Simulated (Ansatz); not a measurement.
Ansatz (a quantum-chemistry and plane-wave program) input (B3LYP-D3(BJ)/def2-TZVP):

Ansatz 0.2 input:
```yaml
crystal:
  periodic: [false, false, false]
  atoms:
    - {symbol: Pd, position_ang: [-0.00000000, -0.00000000, -0.03278078]}
    - {symbol: H, position_ang: [0.00000000, 0.00000000, 1.50791597]}
basis:
  gaussian:
    orbitals: def2-TZVP
hamiltonian:
  xc: b3lyp
  dispersion: d3bj
magnetization: {spin_polarized: true, initial_magnetization: 1}
phonons: {temperatures: {t_min: 298.15, t_max: 298.15, t_step: 100}}
```

Output:

```
Functional definition: B3LYP
integrals: 0.01 GiB planned
403 factors; their error is unknown
mean field: 0.12 GiB planned
mean field evaluation 1: about -3493.2952 eV, gradient 3.4e1 eV
mean field evaluation 2: about -3463.9378 eV, gradient 9.8e1 eV
mean field evaluation 4: about -3496.9260 eV, gradient 3.7e0 eV
mean field evaluation 8: about -3497.0222 eV, gradient 1.5e-1 eV
mean field evaluation 16: about -3497.0223 eV, gradient 2.6e-5 eV
mean field -3497.02231323 eV, -128.5131996442 hartree, gradient 2.6e-5 eV, S^2 0.750750; 2 other end points of the search recorded, 0 dependent functions left out
the calculation of the forces begins
reference -3497.02250822 eV, -128.5132068101 hartree; 10, 9 occupied and 36, 37 virtual orbitals, 403 factors
these checks for a lower state are left out or cut short: stability, starts, cluster_reference, orbital_swaps, neighbouring_geometries, increment
integrals: 0.01 GiB planned
403 factors; their error is unknown
mean field: 0.12 GiB planned
mean field -3497.02231320 eV, -128.5131996434 hartree, gradient 1.3e-6 eV, S^2 0.750750; 0 other end points of the search recorded, 0 dependent functions left out
the calculation of the forces begins
reference -3497.02250820 eV, -128.5132068093 hartree; 10, 9 occupied and 36, 37 virtual orbitals, 403 factors
these checks for a lower state are left out or cut short: stability, starts, cluster_reference, orbital_swaps, neighbouring_geometries, increment
integrals: 0.01 GiB planned
403 factors; their error is unknown
mean field: 0.12 GiB planned
mean field evaluation 32: about -3496.9779 eV, gradient 1.1e-1 eV
mean field -3497.02231320 eV, -128.5131996434 hartree, gradient 1.3e-6 eV, S^2 0.750750; 0 other end points of the search recorded, 0 dependent functions left out
the calculation of the forces begins
reference -3497.02250820 eV, -128.5132068093 hartree; 10, 9 occupied and 36, 37 virtual orbitals, 403 factors
these checks for a lower state are left out or cut short: stability, starts, cluster_reference, orbital_swaps, neighbouring_geometries, increment
integrals: 0.01 GiB planned
403 factors; their error is unknown
mean field: 0.12 GiB planned
mean field -3497.02231320 eV, -128.5131996434 hartree, gradient 1.3e-6 eV, S^2 0.750750; 0 other end points of the search recorded, 0 dependent functions left out
the calculation of the forces begins
reference -3497.02250820 eV, -128.5132068093 hartree; 10, 9 occupied and 36, 37 virtual orbitals, 403 factors
these checks for a lower state are left out or cut short: stability, starts, cluster_reference, orbital_swaps, neighbouring_geometries, increment
integrals: 0.01 GiB planned
403 factors; their error is unknown
mean field: 0.12 GiB planned
mean field -3497.02231320 eV, -128.5131996434 hartree, gradient 1.3e-6 eV, S^2 0.750750; 0 other end points of the search recorded, 0 dependent functions left out
the calculation of the forces begins
reference -3497.02250820 eV, -128.5132068093 hartree; 10, 9 occupied and 36, 37 virtual orbitals, 403 factors
these checks for a lower state are left out or cut short: stability, starts, cluster_reference, orbital_swaps, neighbouring_geometries, increment
integrals: 0.01 GiB planned
403 factors; their error is unknown
mean field: 0.12 GiB planned
mean field -3497.02229409 eV, -128.5131989409 hartree, gradient 1.6e-6 eV, S^2 0.750750; 0 other end points of the search recorded, 0 dependent functions left out
the calculation of the forces begins
reference -3497.02248902 eV, -128.5132061046 hartree; 10, 9 occupied and 36, 37 virtual orbitals, 403 factors
these checks for a lower state are left out or cut short: stability, starts, cluster_reference, orbital_swaps, neighbouring_geometries, increment
integrals: 0.01 GiB planned
403 factors; their error is unknown
mean field: 0.12 GiB planned
mean field evaluation 64: about -3497.0222 eV, gradient 2.1e-5 eV
mean field -3497.02224001 eV, -128.5131969536 hartree, gradient 1.8e-6 eV, S^2 0.750751; 0 other end points of the search recorded, 0 dependent functions left out
the calculation of the forces begins
reference -3497.02243507 eV, -128.5132041217 hartree; 10, 9 occupied and 36, 37 virtual orbitals, 403 factors
these checks for a lower state are left out or cut short: stability, starts, cluster_reference, orbital_swaps, neighbouring_geometries, increment
integrals: 0.01 GiB planned
403 factors; their error is unknown
mean field: 0.12 GiB planned
mean field -3497.02231320 eV, -128.5131996434 hartree, gradient 1.3e-6 eV, S^2 0.750750; 0 other end points of the search recorded, 0 dependent functions left out
the calculation of the forces begins
reference -3497.02250820 eV, -128.5132068093 hartree; 10, 9 occupied and 36, 37 virtual orbitals, 403 factors
these checks for a lower state are left out or cut short: stability, starts, cluster_reference, orbital_swaps, neighbouring_geometries, increment
integrals: 0.01 GiB planned
403 factors; their error is unknown
mean field: 0.12 GiB planned
mean field -3497.02231320 eV, -128.5131996434 hartree, gradient 1.3e-6 eV, S^2 0.750750; 0 other end points of the search recorded, 0 dependent functions left out
the calculation of the forces begins
reference -3497.02250820 eV, -128.5132068093 hartree; 10, 9 occupied and 36, 37 virtual orbitals, 403 factors
these checks for a lower state are left out or cut short: stability, starts, cluster_reference, orbital_swaps, neighbouring_geometries, increment
integrals: 0.01 GiB planned
403 factors; their error is unknown
mean field: 0.12 GiB planned
mean field -3497.02231320 eV, -128.5131996434 hartree, gradient 1.3e-6 eV, S^2 0.750750; 0 other end points of the search recorded, 0 dependent functions left out
the calculation of the forces begins
reference -3497.02250820 eV, -128.5132068093 hartree; 10, 9 occupied and 36, 37 virtual orbitals, 403 factors
these checks for a lower state are left out or cut short: stability, starts, cluster_reference, orbital_swaps, neighbouring_geometries, increment
integrals: 0.01 GiB planned
403 factors; their error is unknown
mean field: 0.12 GiB planned
mean field evaluation 96: about -3497.0223 eV, gradient 1.3e-6 eV
mean field -3497.02231320 eV, -128.5131996434 hartree, gradient 1.3e-6 eV, S^2 0.750750; 0 other end points of the search recorded, 0 dependent functions left out
the calculation of the forces begins
reference -3497.02250820 eV, -128.5132068093 hartree; 10, 9 occupied and 36, 37 virtual orbitals, 403 factors
these checks for a lower state are left out or cut short: stability, starts, cluster_reference, orbital_swaps, neighbouring_geometries, increment
integrals: 0.01 GiB planned
403 factors; their error is unknown
mean field: 0.12 GiB planned
mean field -3497.02224001 eV, -128.5131969536 hartree, gradient 1.8e-6 eV, S^2 0.750751; 0 other end points of the search recorded, 0 dependent functions left out
the calculation of the forces begins
reference -3497.02243507 eV, -128.5132041217 hartree; 10, 9 occupied and 36, 37 virtual orbitals, 403 factors
these checks for a lower state are left out or cut short: stability, starts, cluster_reference, orbital_swaps, neighbouring_geometries, increment
integrals: 0.01 GiB planned
403 factors; their error is unknown
mean field: 0.12 GiB planned
mean field -3497.02229409 eV, -128.5131989409 hartree, gradient 1.6e-6 eV, S^2 0.750750; 0 other end points of the search recorded, 0 dependent functions left out
the calculation of the forces begins
reference -3497.02248902 eV, -128.5132061046 hartree; 10, 9 occupied and 36, 37 virtual orbitals, 403 factors
Total energy: -3497.04697745 eV, -128.5141060378 hartree
Atom 0 at    -0.000000    -0.000000    -0.032781 Å, force     0.000000    -0.000000    -0.001320 eV/Å
Atom 1 at     0.000000     0.000000     1.507916 Å, force    -0.000000     0.000000     0.001320 eV/Å
Dipole moment:     0.000000    -0.000000    -0.416528 e Å
Vibrations: 2006.10 cm⁻¹, zero-point energy 0.124362 eV
```

The spin state was set by rule; other spins were not relaxed.
